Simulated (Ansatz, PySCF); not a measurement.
Reaction (SMILES): C=CCC#N + 3 C (CH4) -> C#N (CHN) + C=C (C2H4) [ethene] + 2 CC (C2H6) [ethane]
Structures are relaxed separately at B3LYP-D3(BJ)/def2-TZVP in Ansatz (a quantum-chemistry and plane-wave program), one conformer each, not searched for the lowest.

Property: bond separation energy (0 K, with B3LYP-D3(BJ) harmonic zero-point energies from PySCF), in kcal/mol. Cores are frozen in the correlated levels unless marked. No spin-orbit coupling. Non-relativistic unless marked X2C. Basis-set limits of correlation are two-point, X^-3; Hartree-Fock from the larger set. [CCSD(T)-MP2]/basis is that difference in the basis named.

```json
[
 {"level": "r2SCAN/def2-TZVPD", "program": "Ansatz", "bond separation energy (kcal/mol)": "[?]"},
 {"level": "B2GP-PLYP-D3(BJ)/def2-TZVPD", "program": "Ansatz + dftd3", "bond separation energy (kcal/mol)": "18.5"},
 {"level": "B2GP-PLYP-D4/def2-TZVPD", "program": "Ansatz + dftd4", "bond separation energy (kcal/mol)": "18.4"},
 {"level": "B2PLYP-D4/def2-TZVPD", "program": "Ansatz + dftd4", "bond separation energy (kcal/mol)": "18.4"},
 {"level": "PBE-QIDH/def2-TZVPD", "program": "Ansatz", "bond separation energy (kcal/mol)": "18.5"},
 {"level": "SCS-MP2/6-31G", "program": "Ansatz", "bond separation energy (kcal/mol)": "16.9"},
 {"level": "X2C-CCSD(T)/cc-pVTZ-DK", "program": "Ansatz", "bond separation energy (kcal/mol)": "16.9"},
 {"level": "RI-MP2/CBS(cc-pVTZ,cc-pVQZ)+[CCSD(T)-MP2]/cc-pVTZ", "program": "Ansatz", "bond separation energy (kcal/mol)": "[?]"}
]
```

**Question.** Complete the blanks.

**Answer.** 
- r2SCAN/def2-TZVPD, bond separation energy (kcal/mol): 19.6
- RI-MP2/CBS(cc-pVTZ,cc-pVQZ)+[CCSD(T)-MP2]/cc-pVTZ, bond separation energy (kcal/mol): 17.2
